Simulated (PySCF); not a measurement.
PySCF input for C₂H₃O₂, SMILES [CH2]C(=O)O, multiplicity 2, PBE-D3(BJ)/def2-SVP. Geometry: PBE-D3(BJ)/def2-SVP. The isomer is the one that the SMILES or the coordinates give; other isomers of the formula were not compared. One conformer was computed; it need not be the lowest.

```python
import numpy as np
from pyscf import gto, scf, dft, df
from pyscf.hessian import thermo

mol = gto.M(
    atom='''
    C     0.25707243    1.38826975    0.00000000
    C    -0.10873963   -0.01798704   -0.00000000
    O    -1.26076816   -0.44319281    0.00000000
    O     0.97885686   -0.84465194    0.00000000
    H     1.30995615    1.70379353   -0.00000000
    H    -0.55202482    2.13030174   -0.00000000
    H     0.60736225   -1.75303346   -0.00000000
    ''',
    basis='def2-SVP',
    charge=0,
    spin=1,
    max_memory=1600,
    verbose=3,
)
mf = dft.UKS(mol, xc='pbe').density_fit(auxbasis='def2-universal-jkfit')
mf.disp = 'd3bj'
mf.grids.level = 3
mf.conv_tol = 1e-11
mf.max_cycle = 100
mf.kernel()
fine, coarse = mf.grids, dft.Grids(mol).set(level=1).build(with_non0tab=True)
for _ in range(3):  # follow internal instabilities
    mf.grids = coarse
    mo, _, stable, _ = mf.stability(return_status=True, nroots=4)
    mf.grids = fine
    if stable:
        break
    mf.kernel(mf.make_rdm1(mo, mf.mo_occ))

# [left out here: the lines that compute and print the analytic Hessian (its translational invariance restored by hand, since the grid's response is missing), thermochemistry and intensities]
```

Log of the run:

```

WARN: HOMO -0.245581462298131 >= LUMO -0.245581462298131

converged SCF energy = -228.003599093565  <S^2> = 0.75481101  2S+1 = 2.0048052
<class 'pyscf.df.df_jk.DFUKS'> wavefunction is stable in the internal stability analysis

WARN: DFTD3 does not support analytical Hessian, using finite difference


WARN: Mole.unit (angstrom) is changed to Bohr

Mode                                 0                   1                   2
Irrep
Freq [cm^-1]                      283.5311            408.8330            543.4748
Reduced mass [au]                   1.0577              2.5810              1.3405
Force const [Dyne/A]                0.0501              0.2542              0.2333
Char temp [K]                     407.9381            588.2197            781.9393
Normal mode                   x     y     z       x     y     z       x     y     z
       0   C                -0.00 -0.00 -0.01    0.11 -0.04  0.00   -0.00 -0.00  0.00
       1   C                 0.00 -0.00 -0.02   -0.09  0.00 -0.00   -0.00 -0.00 -0.15
       2   O                 0.00  0.00  0.04   -0.06 -0.09  0.00   -0.00  0.00  0.03
       3   O                 0.00 -0.00 -0.03    0.00  0.12 -0.00    0.00  0.00 -0.01
       4   H                -0.00  0.00  0.76    0.20 -0.36  0.00   -0.00  0.00  0.24
       5   H                -0.00 -0.00 -0.61    0.33  0.20 -0.00   -0.00 -0.00  0.43
       6   H                -0.00 -0.00  0.03    0.15  0.06  0.00    0.00 -0.00  0.70
Mode                                 3                   4                   5
Irrep
Freq [cm^-1]                      568.7092            636.9822            744.6635
Reduced mass [au]                   4.1640              1.3238              3.2567
Force const [Dyne/A]                0.7935              0.3165              1.0640
Char temp [K]                     818.2459            916.4756           1071.4049
Normal mode                   x     y     z       x     y     z       x     y     z
       0   C                -0.03 -0.11  0.00    0.00  0.00  0.09   -0.00 -0.00 -0.12
       1   C                -0.01 -0.07  0.00    0.00  0.00  0.07    0.00  0.00  0.20
       2   O                -0.09  0.13 -0.00    0.00 -0.00 -0.04   -0.00  0.00 -0.06
       3   O                 0.11  0.03 -0.00   -0.00 -0.00 -0.07   -0.00  0.00 -0.06
       4   H                -0.05 -0.06 -0.00    0.00  0.00 -0.39    0.00 -0.00  0.30
       5   H                -0.08 -0.17 -0.00   -0.00  0.00 -0.47    0.00 -0.00  0.32
       6   H                 0.37 -0.07 -0.00   -0.00  0.00  0.60    0.00  0.00  0.23
Mode                                 6                   7                   8
Irrep
Freq [cm^-1]                      902.2255            948.8499           1160.2168
Reduced mass [au]                   3.2257              1.7691              1.7822
Force const [Dyne/A]                1.5470              0.9384              1.4134
Char temp [K]                    1298.1016           1365.1838           1669.2937
Normal mode                   x     y     z       x     y     z       x     y     z
       0   C                -0.05  0.14 -0.00    0.14  0.08 -0.00    0.04 -0.05 -0.00
       1   C                -0.05 -0.00  0.00   -0.04 -0.05  0.00   -0.04  0.09 -0.00
       2   O                -0.06 -0.01 -0.00   -0.07 -0.04 -0.00   -0.07 -0.03  0.00
       3   O                 0.11 -0.11 -0.00   -0.00 -0.00 -0.00    0.12 -0.02  0.00
       4   H                 0.04 -0.12  0.00   -0.02  0.62  0.00   -0.00  0.06  0.00
       5   H                 0.20  0.42  0.00   -0.16 -0.23  0.00   -0.12 -0.22  0.00
       6   H                 0.12 -0.11 -0.00    0.24 -0.10 -0.00   -0.63  0.26 -0.00
Mode                                 9                  10                  11
Irrep
Freq [cm^-1]                     1315.4377           1412.6748           1689.1832
Reduced mass [au]                   1.5551              1.9882              9.4815
Force const [Dyne/A]                1.5854              2.3377             15.9397
Char temp [K]                    1892.6220           2032.5244           2430.3586
Normal mode                   x     y     z       x     y     z       x     y     z
       0   C                -0.02 -0.02 -0.00   -0.02 -0.13  0.00    0.02  0.02 -0.00
       1   C                 0.06 -0.15  0.00   -0.07  0.14 -0.00   -0.21 -0.09  0.00
       2   O                -0.03  0.02 -0.00    0.04 -0.01  0.00    0.13  0.05 -0.00
       3   O                 0.00  0.05 -0.00    0.00 -0.04  0.00    0.02  0.00 -0.00
       4   H                -0.13  0.38  0.00   -0.20  0.45 -0.00    0.01  0.03  0.00
       5   H                 0.36  0.40  0.00    0.32  0.23 -0.00   -0.05 -0.05  0.00
       6   H                -0.36  0.18 -0.00    0.22 -0.11  0.00   -0.15  0.06 -0.00
Mode                                12                  13                  14
Irrep
Freq [cm^-1]                     3103.6024           3236.8353           3636.6707
Reduced mass [au]                   1.0519              1.1223              1.0640
Force const [Dyne/A]                5.9699              6.9281              8.2907
Char temp [K]                    4465.3928           4657.0853           5232.3595
Normal mode                   x     y     z       x     y     z       x     y     z
       0   C                 0.02  0.06  0.00    0.09 -0.03  0.00    0.00  0.00  0.00
       1   C                -0.00 -0.00 -0.00    0.00 -0.00 -0.00   -0.00 -0.00 -0.00
       2   O                -0.00  0.00 -0.00   -0.00 -0.00 -0.00   -0.00  0.00  0.00
       3   O                 0.00  0.00 -0.00   -0.00  0.00  0.00   -0.02 -0.06  0.00
       4   H                -0.71 -0.21 -0.00   -0.58 -0.18 -0.00   -0.00  0.00 -0.00
       5   H                 0.47 -0.42 -0.00   -0.53  0.49  0.00   -0.00 -0.00 -0.00
       6   H                -0.00 -0.00  0.00   -0.00 -0.00  0.00    0.34  0.91 -0.00
temperature 298.1500 [K]
pressure 101325.00 [Pa]
Rotational constants [GHz] 11.46664 10.47700 5.47475
Symmetry number 1
Zero-point energy (ZPE) 0.04691 [Eh]   123166.855 [J/mol]
                           tot       elec      trans        rot        vib
Entropy [J/mol/K]       283.408      5.763    159.609     99.187     18.849
Cv [J/mol/K]             60.738      0.000     12.472     12.472     35.795
Cp [J/mol/K]             69.053      0.000     20.786     12.472     35.795
Internal energy [J/mol]                      3718.434   3718.434 127074.664
Internal energy [Eh]   -227.95237  -228.00360
Enthalpy [J/mol]                             6197.391   3718.434 127074.664
Enthalpy [Eh]          -227.95142
Gibbs free energy [J/mol]                  -41390.003 -25854.129 121454.728
Gibbs free energy [Eh] -227.98361
mode   freq/cm-1   IR/(km/mol)
   1      283.53         0.401
   2      408.83         4.448
   3      543.47        65.402
   4      568.71        39.292
   5      636.98        15.862
   6      744.66        67.210
   7      902.23        23.945
   8      948.85        21.036
   9     1160.22       187.275
  10     1315.44        15.184
  11     1412.67        70.633
  12     1689.18       164.501
  13     3103.60         0.371
  14     3236.84         0.479
  15     3636.67        59.042
max |gradient| / (hartree/bohr): 6.0706211154610044e-05
APT charges: [-0.0781  0.9121 -0.6052 -0.6209  0.0518  0.0634  0.277 ]
```

The calculation finished and met its thresholds.
